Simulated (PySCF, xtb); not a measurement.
C2H9PSi, SMILES C[SiH](C)P. Other conformers were not sampled.

Harmonic wavenumbers (cm⁻¹) from GFN2-xTB (xtb) at its own minimum, in rising order: 74, 103, 112, 134, 159, 193, 447, 581, 597, 676, 680, 719, 750, 799, 827, 835, 845, 1148, 1364, 1367, 1477, 1479, 1481, 1484, 2164, 2294, 2382, 3027, 3032, 3037, 3041, 3044, 3048.

Question: What does PySCF with PBE-D3(BJ)/def2-SVP give at its own minimum? (The exact figures need the calculation; the answer reports its results.)

Answer: 125, 154, 159, 164, 182, 209, 414, 559, 585, 620, 640, 685, 751, 772, 830, 853, 869, 1046, 1209, 1217, 1377, 1378, 1386, 1391, 2138, 2302, 2321, 2970, 2974, 3068, 3071, 3079, 3081. Paired by order, the mean absolute difference is 49 cm⁻¹ and the zero-point energies are 62.0 and 60.9 kcal/mol.
